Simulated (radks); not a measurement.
Coulomb parameter of the 5d shell of the tungsten ion W3+ in the model configuration [Xe] 4f14 5d2 6s1, as a second difference U = [E(n + 0.25) + E(n - 0.25) - 2 E(n)] / (0.25)^2 with all orbitals relaxed. "Bare": the charge of the atom changes with n. "Screened": the 6s shell takes up the change at fixed total charge, which measures U(5d,5d) + U(6s,6s) - 2 U(5d,6s). Calculated with a radial shooting solver on a logarithmic mesh with Libxc functionals: scalar-relativistic Kohn-Sham, PBEsol, spin-unpolarised, spherical densities, finite nucleus; Fermi nuclear charge, rms radius 5.3658 fm.

case                      configuration  E - E(n) (eV)
start                 [Xe] 4f14 5d2 6s1          0.000
bare +0.25         [Xe] 4f14 5d2.25 6s1         -8.017
bare -0.25         [Xe] 4f14 5d1.75 6s1          8.776
screened +0.25  [Xe] 4f14 5d2.25 6s0.75         -0.924
screened -0.25  [Xe] 4f14 5d1.75 6s1.25          0.982

U(bare) = 12.143 eV, U(screened by 6s) = 0.928 eV, against the Slater integral F0(5d,5d) = 14.362 eV with frozen orbitals.
